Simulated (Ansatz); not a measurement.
Born–Oppenheimer molecular dynamics of H$_{4}$Sn (5 atoms, charge 0, multiplicity 1). It starts from a relaxed structure.

Level of theory: RKS PBE-D4/def2-TZVP in Ansatz 0.2.0.

```yaml
ensemble: NVT, Nosé–Hoover chain
time_step: 0.5 fs
steps_asked: 166
set_temperature: 1000 K
thermostat: time constant 100 fs, chain length 3 (defaults)
temperature_schedule: 41 steps to 1000 K, then 125 steps to 10 K
seed: 812953
```

First frame:

```xyz
5
Properties=species:S:1:pos:R:3
Sn 0.001 0.000 0.000
H 0.000 0.000 1.716
H 1.618 0.000 -0.571
H -0.808 1.401 -0.572
H -0.808 -1.401 -0.572
```

Problem. How far do the bonds stretch over the last three quarters of this one trajectory? (Pairs bonded in most of those frames.)

Solution. 
```json
{"bond": "Sn1–H2", "mean (Å)": "1.720", "spread (Å)": "0.012", "shortest": "1.69", "longest": "1.74"}
{"bond": "Sn1–H3", "mean (Å)": "1.723", "spread (Å)": "0.023", "shortest": "1.68", "longest": "1.76"}
{"bond": "Sn1–H4", "mean (Å)": "1.730", "spread (Å)": "0.087", "shortest": "1.60", "longest": "1.87"}
{"bond": "Sn1–H5", "mean (Å)": "1.725", "spread (Å)": "0.073", "shortest": "1.61", "longest": "1.84"}
```

Mean temperature of the second half: 589 K. The conserved energy stayed within 0.33 meV per atom of its start (net change 0.23 meV per atom), so the integration is sound. The schedule's set-point averaged 339 K over the second half and the system 589 K, so it lags behind the ramp. A run of 0.083 ps of so small a system gives no equilibrium averages.

Time of the run: 110 s on 2 threads of Arm Neoverse V1 (shared host), peak memory 0.12 GiB.
